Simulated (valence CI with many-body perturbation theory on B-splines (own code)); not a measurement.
## Ag XLIII: electric-dipole lines

Computed by relativistic CI+MBPT: three valence electrons over a frozen Dirac-Fock core [He], a basis of 11 s, 11 p, 10 d, 8 f, 5 g, 2 h functions for each j, with the one-electron correlation potential Σ1 (screened to all orders), the two-electron term Σ2, the three-electron term Σ3, Breit, model QED; selected single and double excitations, second order for the rest, scaled by the run's own slope (own B-spline code, finite nucleus).

The last digits are not significant, and no measured levels were compared; by estimate large intervals hold to a few tenths of a per cent, small ones and those within an open d or f shell to about a per cent.

Lines 51 to 100 of 522 in falling wavelength, among levels below 44522 × 10³ cm⁻¹, chosen from the strongest by gf and those to the six lowest levels. Wavelengths and rates use the calculated energies. Electric multipoles are in the length gauge, E1 and E2 with the static RPA response of the core. Weak lines are less certain than strong ones. Lines between different terms over intervals too small for the method are left out, as are lines whose strength nearly cancels. The highest levels of a list are the least certain.

Levels are named by their leading jj configuration (3d3/2^4 stands for four electrons in 3d with j = 3/2), which in mixed levels can hold well under half, so a name can repeat and another be missing. Letters in brackets count levels of one name in rising energy.

```tsv
λ vac (Å)	Upper	Lower	A (s⁻¹)	S (a.u.)
248.6	(2p3/2^2 3d5/2) J=9/2	(2p3/2^2 3p3/2) J=7/2	2.93e+09	2.22e-01
245.9	(2s 2p1/2 3d5/2) J=7/2	(2s 2p1/2 3p3/2) J=5/2	2.81e+09	1.65e-01
245.1	(2p1/2 2p3/2 3d5/2) J=7/2 [a]	(2p1/2 2p3/2 3p3/2) J=5/2 [a]	2.35e+09	1.36e-01
243.0	(2p1/2^2 3d5/2) J=5/2	(2p1/2^2 3p3/2) J=3/2	3.08e+09	1.31e-01
241.6	(2p1/2 2p3/2 3d5/2) J=7/2 [b]	(2p1/2 2p3/2 3p3/2) J=5/2 [b]	2.83e+09	1.58e-01
240.1	(2p3/2^2 3d5/2) J=5/2 [b]	(2p3/2^2 3p3/2) J=3/2 [b]	3.15e+09	1.29e-01
231.8	(2s 2p1/2 3d5/2) J=5/2 [a]	(2s 2p1/2 3p3/2) J=3/2 [a]	2.55e+09	9.40e-02
219.9	(2s 2p3/2 3d5/2) J=7/2 [b]	(2s 2p3/2 3p3/2) J=5/2 [b]	3.04e+09	1.28e-01
216.3	(2s 2p1/2 3d5/2) J=5/2 [b]	(2s 2p1/2 3p3/2) J=3/2 [b]	3.33e+09	9.96e-02
212.3	(2s 2p3/2 3d5/2) J=7/2 [a]	(2s 2p3/2 3p3/2) J=5/2 [a]	3.27e+09	1.23e-01
201.3	(2s^2 3d5/2) J=5/2	(2s^2 3p3/2) J=3/2	3.15e+09	7.62e-02
146.7	(2p1/2 2p3/2 3d3/2) J=7/2	(2p1/2 2p3/2 3p1/2) J=5/2	8.54e+09	1.06e-01
145.9	(2p3/2^2 3p3/2) J=5/2	(2p3/2^2 3s) J=3/2	8.59e+09	7.90e-02
144.5	(2s 2p3/2 3p3/2) J=3/2	(2s 2p3/2 3s) J=3/2 [a]	9.13e+09	5.44e-02
141.8	(2p1/2 2p3/2 3p3/2) J=7/2	(2p1/2 2p3/2 3s) J=5/2	2.17e+10	2.44e-01
141.0	(2p3/2^2 3d3/2) J=5/2	(2p3/2^2 3p1/2) J=5/2	6.44e+09	5.34e-02
138.4	(2s 2p3/2 3d3/2) J=7/2	(2s 2p3/2 3p1/2) J=5/2	9.97e+09	1.04e-01
138.3	(2s 2p1/2 3d3/2) J=5/2	(2s 2p1/2 3p1/2) J=3/2	1.02e+10	7.96e-02
137.6	(2p1/2 2p3/2 3d3/2) J=5/2 [a]	(2p1/2 2p3/2 3p1/2) J=3/2 [a]	1.01e+10	7.82e-02
137.5	(2p3/2^2 3d3/2) J=3/2 [a]	(2p3/2^2 3p1/2) J=3/2	1.09e+10	5.61e-02
137.1	(2p3/2^2 3d3/2) J=7/2	(2p3/2^2 3p1/2) J=5/2	9.87e+09	1.00e-01
135.7	(2p3/2^2 3p3/2) J=5/2	(2p3/2^2 3s) J=5/2	1.03e+10	7.61e-02
135.7	(2s 2p3/2 3p3/2) J=5/2 [b]	(2s 2p3/2 3s) J=3/2 [b]	9.16e+09	6.77e-02
135.0	(2p3/2^2 3p3/2) J=7/2	(2p3/2^2 3s) J=5/2	2.26e+10	2.19e-01
133.6	(2s 2p1/2 3d3/2) J=3/2 [a]	(2s 2p1/2 3p1/2) J=1/2 [a]	1.35e+10	6.33e-02
132.9	(2s 2p1/2 3p3/2) J=3/2 [b]	(2s 2p1/2 3s) J=1/2 [b]	1.22e+10	5.67e-02
129.7	(2p1/2 2p3/2 3p3/2) J=5/2 [a]	(2p1/2 2p3/2 3s) J=3/2 [a]	2.04e+10	1.32e-01
127.8	(2p1/2^2 3p3/2) J=3/2	(2p1/2^2 3s) J=1/2	2.89e+10	1.19e-01
127.4	(2s 2p3/2 3p3/2) J=7/2	(2s 2p3/2 3s) J=5/2	2.40e+10	1.96e-01
127.3	(2p1/2 2p3/2 3p3/2) J=5/2 [b]	(2p1/2 2p3/2 3s) J=3/2 [c]	1.75e+10	1.07e-01
126.6	(2p3/2^2 3p3/2) J=3/2 [b]	(2p3/2^2 3s) J=1/2	2.58e+10	1.03e-01
126.3	(2s 2p3/2 3p3/2) J=5/2 [a]	(2s 2p3/2 3s) J=3/2 [a]	1.20e+10	7.19e-02
126.0	(2p1/2 2p3/2 3p1/2) J=5/2	(2s 2p3/2 3p1/2) J=3/2 [b]	1.06e+10	6.26e-02
125.9	(2s 2p1/2 3p3/2) J=5/2	(2s 2p1/2 3s) J=3/2	2.30e+10	1.36e-01
120.3	(2p1/2 2p3/2 3p3/2) J=5/2 [b]	(2p1/2 2p3/2 3s) J=5/2	9.02e+09	4.66e-02
118.2	(2s 2p1/2 3p3/2) J=3/2 [a]	(2s 2p1/2 3s) J=1/2 [a]	2.88e+10	9.39e-02
117.1	(2p1/2 2p3/2 3p3/2) J=3/2 [b]	(2p1/2 2p3/2 3s) J=3/2 [b]	1.78e+10	5.64e-02
111.5	(2p1/2 2p3/2 3s) J=5/2	(2s 2p3/2 3s) J=3/2 [b]	1.87e+10	7.70e-02
109.8	(2s 2p3/2 3p3/2) J=5/2 [a]	(2s 2p3/2 3s) J=5/2	1.52e+10	5.95e-02
107.5	(2s 2p1/2 3s) J=3/2	(2s^2 3s) J=1/2	2.41e+10	5.91e-02
106.7	(2p3/2^2 3p3/2) J=3/2 [a]	(2p3/2^2 3s) J=3/2	3.84e+10	9.20e-02
104.0	(2p1/2 2p3/2 3s) J=3/2 [c]	(2s 2p3/2 3s) J=1/2	2.03e+10	4.51e-02
103.1	(2s 2p1/2 2p3/2) J=5/2	(2s^2 2p3/2) J=3/2	2.81e+09	9.12e-03
100.9	(2p1/2 2p3/2 3p3/2) J=5/2 [b]	(2s 2p3/2 3p3/2) J=5/2 [b]	1.28e+10	3.91e-02
93.79	(2s 2p1/2^2) J=1/2	(2s^2 2p1/2) J=1/2	5.52e+09	4.50e-03
85.45	(2p1/2^2 2p3/2) J=3/2	(2s 2p1/2 2p3/2) J=3/2 [b]	6.36e+09	7.83e-03
84.66	(2p1/2^2 4f7/2) J=7/2	(2s 2p1/2 4f7/2) J=9/2	1.37e+10	3.29e-02
65.89	(2p1/2^2 2p3/2) J=3/2	(2s 2p1/2 2p3/2) J=5/2	3.59e+10	2.03e-02
57.60	(2p1/2^2 2p3/2) J=3/2	(2s 2p1/2 2p3/2) J=3/2 [a]	1.37e+10	5.16e-03
42.49	(2p3/2^2 3d5/2) J=9/2	(2s 2p3/2 3d5/2) J=7/2 [b]	9.73e+10	3.68e-02
```
